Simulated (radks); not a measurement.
Results of a calculation; reference values are marked as such.
Species: neutral barium. Configuration: [Xe] 6s2 (the NIST ground configuration). Level of theory: scalar-relativistic Kohn-Sham, PBEsol, spin-polarised, spherical densities, point nucleus; hard spherical wall at 20 bohr (a radial shooting solver on a logarithmic mesh with Libxc functionals).

Normalised radial functions P(r) = r R(r), r in bohr:

| r | 5p | 5d |
|---|---|---|
| 0.0008936 | 0.0005 | 0.0000 |
| 0.001221 | 0.0008 | 0.0000 |
| 0.001654 | 0.0014 | 0.0000 |
| 0.00226 | 0.0024 | 0.0000 |
| 0.003088 | 0.0041 | 0.0000 |
| 0.004185 | 0.0070 | 0.0001 |
| 0.005717 | 0.0119 | 0.0001 |
| 0.007811 | 0.0201 | 0.0003 |
| 0.01067 | 0.0334 | 0.0007 |
| 0.01446 | 0.0532 | 0.0015 |
| 0.01976 | 0.0826 | 0.0034 |
| 0.02699 | 0.1211 | 0.0076 |
| 0.03658 | 0.1616 | 0.0156 |
| 0.04997 | 0.1902 | 0.0311 |
| 0.06827 | 0.1764 | 0.0570 |
| 0.09253 | 0.0912 | 0.0928 |
| 0.1264 | -0.0723 | 0.1315 |
| 0.1727 | -0.2400 | 0.1478 |
| 0.2359 | -0.2628 | 0.1060 |
| 0.3197 | -0.0459 | -0.0076 |
| 0.4368 | 0.2982 | -0.1571 |
| 0.5967 | 0.4172 | -0.2340 |
| 0.8087 | 0.1002 | -0.1487 |
| 1.105 | -0.4582 | 0.0873 |
| 1.509 | -0.8130 | 0.3557 |
| 2.046 | -0.7546 | 0.5239 |
| 2.795 | -0.4422 | 0.5442 |
| 3.818 | -0.1670 | 0.4548 |
| 5.216 | -0.0388 | 0.3170 |
| 7.069 | -0.0050 | 0.1710 |
| 9.657 | -0.0003 | 0.0649 |
| 13.19 | 0.0000 | 0.0160 |

5p: eigenvalue -18.741 eV, 3 radial nodes at r = 0.112, 0.334, 0.858 bohr, <r> = 1.92 bohr, 90 % of the charge inside 2.81 bohr. 5d (empty): eigenvalue -2.028 eV, 2 radial nodes at r = 0.315, 0.998 bohr, <r> = 3.55 bohr, 90 % of the charge inside 5.78 bohr.
